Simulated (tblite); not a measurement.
Record of a relaxation.

Compound: C4H9GeO (doublet state).
SMILES with atom numbers: `[CH2:1][C:2](=[CH2:3])[GeH2:4][O:5][CH3:6]` (hydrogens: H7, H8 on C1; H9, H10 on C3; H11, H12 on Ge4; H13, H14, H15 on C6)
Bond orders are those of one Lewis drawing.

Computed with GFN2-xTB (tblite), gas phase: L-BFGS steps from a force-field or distance-geometry start until the largest atomic force falls under 0.01 eV/Å. 13 of its 96 geometries are shown.

Step 0: E = -517.0759 eV, largest atomic force 3.328 eV/Å
```
atom  x, y, z in Å  |  force x, y, z in eV/Å
C1     -2.249   -1.416   -0.311   -0.069   1.825  -0.629
C2     -1.379   -0.221   -0.364   -0.557  -3.277  -0.168
C3     -1.751    1.015   -0.260   -0.585   2.771   0.484
Ge4     0.522   -0.567   -0.575   -0.914  -1.066  -0.812
O5      1.456    0.928   -0.692   -0.335  -0.472   0.227
C6      2.570    0.805    0.143    0.984  -0.066   0.431
H7     -3.122   -1.315    0.342    0.409  -0.283  -0.215
H8     -2.441   -1.876   -1.288    0.376  -0.169   0.735
H9     -2.772    1.361   -0.143    0.051  -0.135  -0.056
H10    -0.987    1.795   -0.309   -0.353  -0.118   0.037
H11     0.611   -1.449   -1.845    0.349   0.116   0.281
H12     1.000   -1.333    0.681   -0.003   0.042  -0.375
H13     2.466   -0.150    0.741    0.958   1.063  -0.306
H14     3.484    0.781   -0.511   -0.551   0.077   0.881
H15     2.586    1.650    0.863    0.240  -0.308  -0.516
```

Step 8: E = -517.8966 eV, largest atomic force 0.655 eV/Å
```
atom  x, y, z in Å  |  force x, y, z in eV/Å
C1     -2.416   -1.250   -0.437    0.280   0.130   0.208
C2     -1.496   -0.193   -0.441   -0.198   0.267   0.075
C3     -1.785    1.113   -0.173    0.108  -0.575  -0.295
Ge4     0.423   -0.679   -0.656   -0.087  -0.146  -0.291
O5      1.424    0.773   -0.604    0.402   0.145   0.164
C6      2.613    0.805    0.169    0.164   0.138  -0.002
H7     -3.177   -1.338    0.330   -0.044   0.190  -0.451
H8     -2.298   -2.052   -1.147    0.085  -0.135   0.263
H9     -2.819    1.406   -0.116    0.037   0.233   0.144
H10    -1.008    1.860   -0.250   -0.179  -0.043   0.217
H11     0.739   -1.523   -1.904   -0.025   0.111   0.162
H12     0.972   -1.388    0.562   -0.111  -0.320   0.059
H13     2.705   -0.077    0.825   -0.041   0.256  -0.103
H14     3.504    0.834   -0.477   -0.311  -0.003   0.034
H15     2.614    1.714    0.791   -0.080  -0.250  -0.185
```

Step 16: E = -518.1309 eV, largest atomic force 0.515 eV/Å
```
atom  x, y, z in Å  |  force x, y, z in eV/Å
C1     -2.372   -1.245   -0.435    0.043  -0.258  -0.237
C2     -1.499   -0.180   -0.495   -0.147   0.329   0.344
C3     -1.834    1.128   -0.191    0.290  -0.346   0.069
Ge4     0.406   -0.728   -0.682    0.003  -0.029  -0.169
O5      1.428    0.690   -0.566    0.329   0.320   0.234
C6      2.638    0.839    0.153    0.210  -0.041   0.160
H7     -3.340   -1.157    0.026   -0.118   0.071  -0.163
H8     -2.100   -2.222   -0.837   -0.028   0.381   0.262
H9     -2.834    1.503   -0.025   -0.008  -0.369  -0.109
H10    -1.057    1.864   -0.087    0.145   0.024  -0.128
H11     0.798   -1.518   -1.926   -0.143   0.122  -0.053
H12     0.817   -1.629    0.455    0.009  -0.117   0.230
H13     2.827    0.026    0.865   -0.192  -0.053  -0.122
H14     3.501    0.872   -0.526   -0.259   0.065  -0.020
H15     2.615    1.768    0.743   -0.137  -0.100  -0.297
```

Step 24: E = -518.2447 eV, largest atomic force 0.151 eV/Å
```
atom  x, y, z in Å  |  force x, y, z in eV/Å
C1     -2.377   -1.224   -0.453    0.068  -0.010   0.103
C2     -1.453   -0.204   -0.419   -0.075   0.114  -0.020
C3     -1.786    1.102   -0.153   -0.036   0.038  -0.034
Ge4     0.427   -0.743   -0.654   -0.065  -0.083   0.027
O5      1.411    0.705   -0.525    0.061   0.047   0.093
C6      2.642    0.845    0.150    0.023   0.003   0.033
H7     -3.411   -1.073   -0.194   -0.013   0.043  -0.091
H8     -2.048   -2.224   -0.665   -0.083  -0.116  -0.049
H9     -2.812    1.407   -0.026   -0.036  -0.037   0.028
H10    -1.037    1.869   -0.090    0.082  -0.027  -0.037
H11     0.745   -1.447   -1.962   -0.032   0.037   0.014
H12     0.794   -1.704    0.466    0.151   0.000   0.000
H13     2.816    0.027    0.858    0.029   0.083  -0.068
H14     3.471    0.883   -0.563   -0.080  -0.054   0.013
H15     2.615    1.789    0.702    0.007  -0.035  -0.012
```

Step 32: E = -518.2726 eV, largest atomic force 0.149 eV/Å
```
atom  x, y, z in Å  |  force x, y, z in eV/Å
C1     -2.389   -1.227   -0.438    0.044  -0.084  -0.085
C2     -1.452   -0.221   -0.391   -0.040   0.035   0.032
C3     -1.784    1.095   -0.166    0.005  -0.043   0.034
Ge4     0.428   -0.756   -0.615    0.005  -0.104   0.095
O5      1.376    0.711   -0.453    0.082   0.073   0.079
C6      2.641    0.849    0.154    0.022   0.004   0.018
H7     -3.439   -1.023   -0.339   -0.112   0.025   0.045
H8     -2.092   -2.248   -0.605   -0.020   0.008  -0.001
H9     -2.808    1.390    0.000    0.016   0.019  -0.033
H10    -1.023    1.853   -0.127    0.012   0.008  -0.021
H11     0.703   -1.396   -1.962    0.038  -0.013  -0.005
H12     0.910   -1.727    0.462   -0.013   0.042  -0.083
H13     2.851    0.040    0.865   -0.029   0.114  -0.091
H14     3.433    0.865   -0.602   -0.072  -0.012   0.037
H15     2.640    1.803    0.690    0.062  -0.072  -0.020
```

Step 40: E = -518.2822 eV, largest atomic force 0.079 eV/Å
```
atom  x, y, z in Å  |  force x, y, z in eV/Å
C1     -2.412   -1.234   -0.452   -0.019  -0.001   0.033
C2     -1.464   -0.238   -0.379   -0.014   0.040  -0.011
C3     -1.781    1.083   -0.159   -0.001  -0.030  -0.050
Ge4     0.430   -0.752   -0.594    0.003  -0.062   0.043
O5      1.354    0.738   -0.400    0.016   0.034   0.050
C6      2.645    0.858    0.155   -0.016  -0.030   0.014
H7     -3.464   -1.019   -0.334    0.066  -0.006  -0.012
H8     -2.129   -2.258   -0.628   -0.014   0.032  -0.001
H9     -2.803    1.400   -0.019    0.017  -0.010  -0.010
H10    -1.012    1.835   -0.151   -0.003  -0.030   0.043
H11     0.718   -1.386   -1.946    0.036   0.038  -0.006
H12     0.957   -1.729    0.451   -0.048   0.033  -0.013
H13     2.859    0.050    0.861    0.028   0.008  -0.030
H14     3.409    0.852   -0.628   -0.057   0.010   0.027
H15     2.688    1.808    0.695    0.007  -0.024  -0.075
```

Step 48: E = -518.2999 eV, largest atomic force 0.116 eV/Å
```
atom  x, y, z in Å  |  force x, y, z in eV/Å
C1     -2.442   -1.242   -0.468    0.019   0.104   0.021
C2     -1.479   -0.263   -0.383    0.072   0.019  -0.028
C3     -1.771    1.065   -0.184   -0.029  -0.015   0.047
Ge4     0.425   -0.755   -0.555    0.067  -0.053   0.074
O5      1.283    0.753   -0.207    0.020   0.019   0.009
C6      2.640    0.865    0.149    0.037  -0.002  -0.028
H7     -3.489   -0.995   -0.399   -0.014  -0.005   0.016
H8     -2.184   -2.278   -0.585    0.041  -0.051  -0.053
H9     -2.789    1.403   -0.080   -0.001   0.024  -0.008
H10    -0.977    1.786   -0.088   -0.057  -0.018  -0.048
H11     0.835   -1.286   -1.923   -0.016   0.054   0.024
H12     0.925   -1.785    0.450   -0.034   0.005  -0.006
H13     2.939    0.076    0.844    0.036   0.018   0.011
H14     3.294    0.825   -0.726   -0.040  -0.080  -0.074
H15     2.787    1.837    0.627   -0.102  -0.019   0.043
```

Step 55: E = -518.3095 eV, largest atomic force 0.080 eV/Å
```
atom  x, y, z in Å  |  force x, y, z in eV/Å
C1     -2.445   -1.242   -0.477    0.037   0.028   0.000
C2     -1.476   -0.270   -0.385    0.033  -0.029   0.031
C3     -1.770    1.057   -0.185   -0.016   0.033  -0.015
Ge4     0.428   -0.759   -0.518    0.002   0.039   0.011
O5      1.256    0.749   -0.103    0.013  -0.077   0.016
C6      2.637    0.861    0.140    0.020   0.013  -0.007
H7     -3.488   -0.982   -0.411   -0.028  -0.031   0.005
H8     -2.194   -2.281   -0.599    0.014   0.001  -0.038
H9     -2.788    1.404   -0.114   -0.020   0.008   0.015
H10    -0.975    1.773   -0.082   -0.021   0.036  -0.021
H11     0.889   -1.208   -1.898   -0.009  -0.003   0.031
H12     0.904   -1.813    0.466   -0.011  -0.044  -0.001
H13     2.999    0.094    0.831   -0.030  -0.041   0.012
H14     3.214    0.787   -0.785   -0.009   0.022  -0.013
H15     2.805    1.839    0.592    0.024   0.046  -0.024
```

Step 63: E = -518.3161 eV, largest atomic force 0.085 eV/Å
```
atom  x, y, z in Å  |  force x, y, z in eV/Å
C1     -2.438   -1.238   -0.481    0.005  -0.015  -0.019
C2     -1.474   -0.262   -0.374   -0.010  -0.017  -0.002
C3     -1.778    1.067   -0.190   -0.012  -0.009   0.023
Ge4     0.426   -0.768   -0.483   -0.004   0.083  -0.016
O5      1.248    0.724   -0.013    0.041  -0.005   0.001
C6      2.642    0.857    0.135    0.001  -0.003  -0.017
H7     -3.487   -0.995   -0.415    0.021  -0.008  -0.008
H8     -2.176   -2.272   -0.635    0.004   0.032   0.013
H9     -2.799    1.405   -0.128   -0.012   0.000  -0.001
H10    -0.993    1.794   -0.088   -0.004  -0.001  -0.012
H11     0.925   -1.163   -1.865   -0.019  -0.024   0.018
H12     0.865   -1.868    0.469   -0.016  -0.021  -0.005
H13     3.045    0.106    0.819    0.033   0.014  -0.006
H14     3.158    0.770   -0.826   -0.018  -0.024   0.019
H15     2.832    1.851    0.546   -0.012  -0.001   0.012
```

Step 71: E = -518.3189 eV, largest atomic force 0.022 eV/Å
```
atom  x, y, z in Å  |  force x, y, z in eV/Å
C1     -2.429   -1.236   -0.490   -0.001  -0.003   0.002
C2     -1.476   -0.251   -0.369    0.000  -0.009  -0.011
C3     -1.791    1.075   -0.186   -0.003  -0.003   0.004
Ge4     0.422   -0.764   -0.469    0.004   0.015   0.000
O5      1.258    0.704    0.040    0.011  -0.011   0.015
C6      2.654    0.857    0.134    0.000  -0.005  -0.014
H7     -3.481   -1.004   -0.446   -0.005   0.002   0.000
H8     -2.151   -2.266   -0.626    0.002  -0.012  -0.006
H9     -2.816    1.404   -0.124    0.000   0.002  -0.001
H10    -1.012    1.809   -0.088   -0.008   0.003   0.001
H11     0.931   -1.154   -1.848   -0.014   0.013  -0.003
H12     0.816   -1.907    0.454   -0.006   0.008   0.016
H13     3.097    0.125    0.815   -0.007   0.006   0.003
H14     3.132    0.754   -0.844    0.020   0.006   0.004
H15     2.842    1.861    0.520    0.008  -0.011  -0.009
```

Step 79: E = -518.3195 eV, largest atomic force 0.021 eV/Å
```
atom  x, y, z in Å  |  force x, y, z in eV/Å
C1     -2.429   -1.239   -0.492   -0.008   0.008  -0.002
C2     -1.479   -0.250   -0.370    0.002   0.002   0.010
C3     -1.798    1.074   -0.185   -0.005   0.005  -0.005
Ge4     0.420   -0.760   -0.464    0.018   0.011  -0.003
O5      1.266    0.702    0.050   -0.010  -0.003  -0.006
C6      2.663    0.856    0.134   -0.004  -0.007  -0.005
H7     -3.481   -1.010   -0.448    0.003  -0.005  -0.003
H8     -2.147   -2.268   -0.634    0.001  -0.002   0.000
H9     -2.822    1.402   -0.125   -0.017  -0.002   0.000
H10    -1.022    1.812   -0.088    0.003  -0.001   0.007
H11     0.921   -1.144   -1.847    0.002   0.001   0.004
H12     0.803   -1.905    0.460    0.004   0.000   0.002
H13     3.110    0.128    0.816   -0.001   0.007   0.008
H14     3.137    0.748   -0.846    0.003  -0.001  -0.005
H15     2.853    1.862    0.512    0.008  -0.014  -0.002
```

Step 87: E = -518.3197 eV, largest atomic force 0.028 eV/Å
```
atom  x, y, z in Å  |  force x, y, z in eV/Å
C1     -2.428   -1.239   -0.494   -0.012   0.003   0.004
C2     -1.481   -0.248   -0.367    0.003  -0.002  -0.010
C3     -1.806    1.075   -0.184    0.005  -0.004   0.005
Ge4     0.419   -0.754   -0.462    0.024   0.012  -0.007
O5      1.271    0.706    0.044   -0.017  -0.005   0.005
C6      2.668    0.852    0.132   -0.005   0.006   0.003
H7     -3.481   -1.014   -0.449    0.007  -0.004  -0.005
H8     -2.143   -2.267   -0.638    0.002  -0.008   0.001
H9     -2.832    1.398   -0.127   -0.004   0.005   0.000
H10    -1.031    1.813   -0.083   -0.005   0.015   0.007
H11     0.918   -1.141   -1.845   -0.004  -0.003   0.006
H12     0.804   -1.898    0.463    0.004   0.001   0.002
H13     3.109    0.127    0.821   -0.005  -0.008  -0.012
H14     3.145    0.740   -0.846    0.005  -0.015   0.005
H15     2.863    1.858    0.508    0.004   0.008  -0.003
```

Step 95: E = -518.3202 eV, largest atomic force 0.010 eV/Å
```
atom  x, y, z in Å  |  force x, y, z in eV/Å
C1     -2.424   -1.240   -0.499   -0.004   0.000  -0.002
C2     -1.483   -0.244   -0.364   -0.003   0.001  -0.006
C3     -1.819    1.076   -0.178    0.003  -0.002  -0.001
Ge4     0.420   -0.742   -0.456   -0.002   0.000   0.000
O5      1.275    0.718    0.045   -0.004  -0.003   0.000
C6      2.674    0.845    0.129    0.002   0.001  -0.001
H7     -3.478   -1.020   -0.460    0.006  -0.001  -0.001
H8     -2.135   -2.267   -0.643    0.007   0.002   0.000
H9     -2.849    1.391   -0.134    0.001   0.000   0.007
H10    -1.053    1.822   -0.066    0.004  -0.002  -0.001
H11     0.918   -1.133   -1.839   -0.004  -0.001   0.002
H12     0.811   -1.883    0.470   -0.001   0.003   0.002
H13     3.106    0.120    0.823   -0.007   0.003   0.006
H14     3.148    0.714   -0.847   -0.003  -0.002  -0.007
H15     2.884    1.853    0.492    0.005   0.001   0.002
```

Q: Summarise the path.

A: The energy falls by 28.69 kcal/mol from step 0 to step 95; nine tenths of that is first reached at step 19. It falls at every step. The largest force goes from 3.328 to 0.010 eV/Å. Among the bonds C1–C2 changes most, from 1.480 to 1.377 Å; the atoms move by 0.514 Å rms after alignment.

Q: Follow the three bonds and two angles with the largest change from start to end.

A: 
| step | E above end (kcal/mol) | largest force (eV/Å) | C1–C2 (Å) | C2=C3 (Å) | C6–H13 (Å) | Ge4–O5–C6 (°) | C2–Ge4–H11 (°) |
| --- | --- | --- | --- | --- | --- | --- | --- |
| 0 | 28.69 | 3.328 | 1.480 | 1.295 | 1.131 | 107.9 | 104.2 |
| 4 | 15.96 | 1.277 | 1.393 | 1.325 | 1.076 | 114.5 | 111.0 |
| 8 | 9.77 | 0.655 | 1.402 | 1.363 | 1.103 | 120.7 | 114.8 |
| 12 | 6.94 | 0.552 | 1.387 | 1.352 | 1.092 | 124.2 | 116.9 |
| 17 | 3.77 | 0.577 | 1.378 | 1.387 | 1.097 | 126.7 | 116.3 |
| 21 | 2.17 | 0.289 | 1.375 | 1.368 | 1.089 | 126.6 | 116.6 |
| 25 | 1.65 | 0.163 | 1.377 | 1.374 | 1.094 | 127.5 | 115.0 |
| 29 | 1.29 | 0.122 | 1.378 | 1.374 | 1.091 | 128.0 | 113.6 |
| 33 | 1.04 | 0.134 | 1.375 | 1.374 | 1.097 | 127.0 | 112.5 |
| 37 | 0.94 | 0.071 | 1.377 | 1.374 | 1.092 | 126.9 | 112.5 |
| 41 | 0.85 | 0.093 | 1.377 | 1.376 | 1.095 | 126.1 | 112.8 |
| 45 | 0.65 | 0.167 | 1.377 | 1.373 | 1.092 | 125.2 | 113.5 |
| 50 | 0.38 | 0.124 | 1.376 | 1.376 | 1.095 | 125.6 | 115.5 |
| 54 | 0.27 | 0.083 | 1.376 | 1.374 | 1.093 | 124.7 | 115.2 |
| 58 | 0.18 | 0.080 | 1.376 | 1.375 | 1.094 | 124.7 | 115.8 |
| 62 | 0.11 | 0.079 | 1.377 | 1.375 | 1.093 | 124.7 | 115.7 |
| 66 | 0.05 | 0.044 | 1.376 | 1.375 | 1.093 | 125.3 | 115.9 |
| 70 | 0.03 | 0.023 | 1.376 | 1.374 | 1.093 | 125.5 | 115.8 |
| 74 | 0.02 | 0.019 | 1.376 | 1.375 | 1.093 | 125.4 | 115.5 |
| 78 | 0.02 | 0.018 | 1.376 | 1.374 | 1.093 | 125.7 | 115.4 |
| 83 | 0.01 | 0.015 | 1.376 | 1.375 | 1.093 | 125.7 | 115.1 |
| 87 | 0.01 | 0.028 | 1.376 | 1.374 | 1.093 | 125.6 | 115.2 |
| 91 | 0.00 | 0.025 | 1.376 | 1.374 | 1.093 | 125.2 | 115.1 |
| 95 | 0.00 | 0.010 | 1.377 | 1.375 | 1.093 | 125.0 | 115.1 |

The cost below is that of the whole relaxation. The run took 0.5 s wall on one thread of an Intel Xeon 6975P-C, shared host.
